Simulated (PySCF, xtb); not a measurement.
Se(SH)(SeH) (H2SSe2), SMILES S[Se][SeH]. Other conformers were not sampled.

Harmonic wavenumbers (cm⁻¹) from GFN2-xTB run with xtb at its own minimum, in rising order: 124, 235, 239, 252, 369, 640, 743, 1974, 2367.

Problem. What does r2SCAN-D4/def2-SVP in PySCF give at its own minimum? (Estimate from the structure and the level; the computed values follow.)

Solution. 131, 269, 295, 322, 372, 721, 812, 2392, 2650. Paired by order, the mean absolute difference is 114 cm⁻¹ and the zero-point energies are 9.9 and 11.4 kcal/mol.
